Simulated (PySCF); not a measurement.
C6H10O.
Numbering: `[CH2:1]=[C:2]([CH3:3])[CH2:4][C:5]([CH3:6])=[O:7]` (hydrogens: H8, H9 on C1; H10, H11, H12 on C3; H13, H14 on C4; H15, H16, H17 on C6)

The geometry is computed with GFN2-xTB (gas phase).

(1) Give the optimised bond lengths and angles.

Results:

(1) 
| bond | length (pm) | order |
| --- | --- | --- |
| C1=C2 | 132.3 | double |
| C2–C3 | 149.5 | single |
| C2–C4 | 151.0 | single |
| C4–C5 | 151.9 | single |
| C5–C6 | 150.4 | single |
| C5=O7 | 120.4 | double |
| C1–H8 | 107.7 | single |
| C1–H9 | 107.7 | single |
| C3–H10, C3–H11, C3–H12 | 108.9 | single |
| C4–H13, C4–H14 | 109.0 | single |
| C6–H15, C6–H16, C6–H17 | 108.8 | single |

Bonds in one row agree within 1 pm and their mean is given. Orders are formal, as drawn. A selection of angles:
| angle | degrees |
| --- | --- |
| C2–C1–H8 | 122.3 |
| C2–C1–H9 | 121.5 |
| H8–C1–H9 | 116.1 |
| C1–C2–C3 | 123.3 |
| C1–C2–C4 | 121.8 |
| C3–C2–C4 | 114.9 |
| C2–C3–H10 | 110.1 |
| C2–C3–H11 | 111.3 |
| H10–C3–H11 | 109.3 |
| H10–C3–H12 | 107.7 |
| C2–C4–C5 | 107.4 |
| C2–C4–H13 | 109.4 |
| C2–C4–H14 | 110.5 |
| C5–C4–H13 | 108.9 |
| H13–C4–H14 | 110.2 |
| C4–C5–C6 | 114.3 |
| C4–C5–O7 | 122.4 |
| C6–C5–O7 | 123.3 |
| C5–C6–H15 | 109.2 |
| H15–C6–H16 | 108.2 |
| H15–C6–H17 | 109.2 |

Dihedral angles: C1–C2–C4–C5 105° (anticlinal); C2–C4–C5–C6 -90°. The mirror-image conformer, all signs reversed, is as good.

The 5 C–C bonds span 1.323 Å (C1=C2, drawn double) to 1.519 Å (C4–C5, drawn single), a spread of 0.196 Å. Of the pairs four or more bonds apart, O7···H10 is among the closest relative to their van der Waals radii: 2.51 Å, 92 % of the sum of Bondi's values.

Point group: C1 (no symmetry element, even within 0.4 Å). Whether it is a minimum is left open (no frequencies). The numbers are those of one conformer.
